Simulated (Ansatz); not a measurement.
Species: dimethylgermane, C$_{2}$H$_{8}$Ge, charge 0, multiplicity 1. 
Coordinates optimised at B3LYP-D3(BJ)/def2-TZVP (Ansatz, an electronic-structure program):
```
Ge
H 1 1.5448
H 1 1.5448 2 108.00
C 1 1.9674 2 109.62 3 119.38
H 4 1.0897 1 110.72 2 -59.19
H 4 1.0902 5 108.59 1 121.06
H 4 1.0902 5 108.59 6 117.89
C 1 1.9674 2 109.62 3 -119.38
H 8 1.0897 1 110.72 2 59.19
H 8 1.0902 9 108.59 1 121.06
H 8 1.0902 9 108.59 10 117.89
```
Charge 0, spin multiplicity 1.

Property: vertical triplet-singlet gap (E(triplet) - E(singlet); each state is the SCF solution reached for its spin), in kJ/mol. Correlated levels leave the core frozen unless marked. UHF or UKS for open shells. Spin-orbit coupling is left out. Frozen are the shells of the preceding noble gas and the d and f shells that filled before the atom's block. No relativistic terms. CBS(X,Y): correlation extrapolated as X^-3; Hartree-Fock from the larger set. The bracket is a focal-point correction in the basis named.

RI-MP2/CBS(aug-cc-pVTZ,aug-cc-pVQZ)+[CCSD(T)-MP2]/aug-cc-pVTZ (Ansatz) gives 736.5 kJ/mol.

Problem. Another calculation gave 691.3 kJ/mol. Which level was it?
A. SVWN5/def2-TZVPD (Ansatz)
B. B3LYP/def2-TZVPD (Ansatz)
C. B2PLYP/def2-TZVPD (Ansatz)
D. wB97M-V/def2-TZVPD (Ansatz)

Solution. A, SVWN5/def2-TZVPD (Ansatz). The others give 732.7 (B2PLYP), 713.4 (B3LYP), 756.2 (wB97M-V) kJ/mol.
